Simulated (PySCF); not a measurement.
# Dipole response of Ni (nickel, neutral)

[Ar] 3d7 4s2 4p1, one real determinant (an excited configuration). All numbers are calculated (PySCF 2.14, scalar relativity by spin-free X2C-1e, in x2c-QZVPPall with one added diffuse shell each of s, p, d, f, g type (12s8p7d5f3g, 133 functions)). Coupled (time-dependent) response in atomic units; α is the mean over directions.

```csv
method,mean α (bohr³),"α xx, yy, zz",C₆ (like pair),S(−4)
PW91,68.19,"53.22, 97.79, 53.57",639.9,3163
```

S(−4) is the Cauchy moment in α(ω) = α(0) + S(−4) ω² + …

α(iu) at PW91:

```csv
u (hartree),α(iu) (bohr³)
0,68.19
0.0500,61.54
0.100,49.50
0.200,30.93
0.300,20.38
0.500,10.62
0.750,6.013
1.00,4.002
1.50,2.279
2.00,1.540
3.00,0.8814
5.00,0.4199
```

The components differ because the open shell of this determinant is not spherical; for a pure term their mean is the scalar polarisability.

⟨L²⟩ = 13.94 against 20 for a pure G term, so this real determinant mixes terms.
